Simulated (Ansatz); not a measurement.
Consider the formal exchange of groups at the Si–C bond: `[SiH3]OC([SiH3])S` + `BBC` → `BBC[SiH3]` + `[SiH3]OCS`.

Gas-phase electronic energies from Ansatz, PBE0-D4/def2-TZVP geometries. CCSD(T)/CBS is the MP2 limit (def2-TZVPP, def2-QZVPP) plus CCSD(T) − MP2 in def2-TZVPP, frozen cores. DFT in def2-TZVPP. Each species was taken in one conformer, which may not be the lowest.

Q: Is it downhill or uphill in electronic energy at CCSD(T)/CBS, and by how much? (Estimate.)

A: Ansatz gave: Downhill: ΔE = -4.1 kcal/mol.

Q: What do these levels give: ωB97X-V, ωB97M-V, r2SCAN, PBE0, CCSD/def2-TZVPP, CCSD/CBS(def2)? (Best estimate.)

A: Computed: ωB97X-V -4.1, ωB97M-V -4.0, r2SCAN -4.1, PBE0 -5.0, CCSD/def2-TZVPP -4.9, CCSD/CBS(def2) -4.6 kcal/mol.

Largest T1 diagnostic among the species: 0.012.

In def2-TZVPP, CCSD(T) changes the Hartree–Fock value by +1.8 kcal/mol (the triples alone add +0.4 kcal/mol) and MP2 by +1.9 kcal/mol. The D4 term adds +1.6 kcal/mol with B3LYP and +0.9 kcal/mol with PBE0; it sums over pairs of atoms, weighted by their polarisabilities, and B3LYP, whose exchange is more repulsive, gets the larger term.

B3LYP here is the variant with VWN-RPA as its local correlation; programs differ in this.
